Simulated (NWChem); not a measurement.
## Extrapolating the MP2 correlation energy of silicon monosulfide (SSi)

```xyz
2

Si     0.0000     0.0000     1.0345
S      0.0000     0.0000    -0.9052
```
Charge 0, spin multiplicity 1.

All runs are NWChem calculations. Structure: optimised with PBE0/def2-SVP, a minimum by its harmonic frequencies.

The correlated methods keep 10 core orbitals frozen.

Worked example. The MP2 correlation energy is -259.76 mHa in cc-pVTZ and -281.21 mHa in cc-pVQZ. The form E(X) = E∞ + A/X³ turns the pair into an estimate of the basis-set limit.

E∞ = (4³·(-281.21) − 3³·(-259.76))/(4³ − 3³) = -296.9 mHa. The larger basis holds 95 % of that, at about 3 times the processor time of the smaller one. This is a two-point estimate.
